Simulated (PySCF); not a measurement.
# Excitation energy of Pb⁺ by level of theory

Pb⁺ [Xe] 4f14 5d10 6s2 6p1 (2P) → Pb⁺ [Xe] 4f14 5d10 6s2 7s1 (2S), as a difference of total energies. All numbers are calculated (PySCF 2.14, the spin-free X2C one-electron Hamiltonian (Gaussian nucleus), in x2c-TZVPPall with one added diffuse shell each of s, p, d, f type (12s8p7d4f, 99 functions)). Correlated levels: valence: [Xe] 4f14 5d10 frozen; valence and next inner shell: [Kr] 4d10 4f14 frozen. The calculations carry no spin-orbit coupling.

```csv
method,excitation energy (eV),error (eV)
UHF,5.972,-0.235
LDA,6.078,-0.129
PBE,5.907,-0.300
PBE0,6.019,-0.188
r2SCAN,6.125,-0.082
B2PLYP,6.051,-0.156
TPSSh,5.963,-0.244
r2SCAN0,6.206,-0.001
MP2 (valence),5.961,-0.246
SCS-MP2 (valence),5.974,-0.233
MP2 (valence and next inner shell),5.934,-0.273
SCS-MP2 (valence and next inner shell),5.897,-0.310
```

Reference: 6.207 eV (measured; NIST levels, between the centres of gravity of the two terms).

Errors of the correlated levels include the incompleteness of this basis and the frozen core.
